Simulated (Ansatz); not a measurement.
Reaction (ligand exchange at the Al–C bond): `N/C(Cl)=[CH]/[AlH2]` + `N[SiH3]` → `[AlH2][NH][SiH3]` + `C=C(N)Cl`

Gas-phase electronic energies from Ansatz, PBE0-D4/def2-TZVP geometries. CCSD(T)/CBS adds triple-zeta CCSD(T) − MP2 to the extrapolated MP2 energy (def2 sets, frozen cores). This one scheme is used for every species. One conformer a species, not always the lowest.

`N/C(Cl)=[CH]/[AlH2]`:

Cartesian coordinates in Å:
```
N 0.328 -1.513 -1.370
C -0.186 -0.650 -0.451
Cl -1.833 -1.065 -0.072
C 0.445 0.370 0.157
Al -0.216 1.543 1.515
H -0.309 -2.042 -1.939
H 1.204 -1.256 -1.794
H 1.469 0.511 -0.194
H 0.777 2.669 2.036
H -1.680 1.433 2.113
```

`N[SiH3]`:

Z-matrix (Å, degrees):
```
Si
N 1 1.720
H 1 1.486 2 107.9
H 1 1.494 2 116.0 3 -120.3
H 1 1.486 2 107.9 3 119.4
H 2 1.007 1 119.6 3 -168.6
H 2 1.007 1 119.6 3 49.2
```

`[AlH2][NH][SiH3]`:

Cartesian coordinates in Å:
```
Al 1.659 0.648 0.037
N -0.053 0.475 -0.426
Si -1.227 -0.663 0.130
H 2.245 -0.356 1.107
H 2.489 1.803 -0.659
H -0.398 1.133 -1.114
H -2.392 0.004 0.779
H -0.558 -1.541 1.123
H -1.765 -1.503 -0.977
```

`C=C(N)Cl`:

Z-matrix (Å, degrees):
```
C
C 1 1.330
H 1 1.078 2 121.1
H 1 1.083 2 120.1 3 -178.8
N 2 1.378 1 127.5 3 173.9
Cl 2 1.734 1 120.5 3 -2.4
H 5 1.007 2 115.0 1 148.5
H 5 1.008 2 114.1 1 15.3
```

```tsv
level	ΔE (eV)
HF/def2-QZVPP	-0.90
CCSD/CBS(def2)	-0.86
```

Problem. What does CCSD(T)/CBS give? (An estimate is asked.)

Solution. Ansatz gave: -0.85 eV. The listed levels differ from it by -0.05, -0.01 eV.

Largest T1 diagnostic among the species: 0.012.

In def2-TZVPP, CCSD(T) changes the Hartree–Fock value by +0.03 eV (the triples alone add +0.02 eV) and MP2 by +0.06 eV.
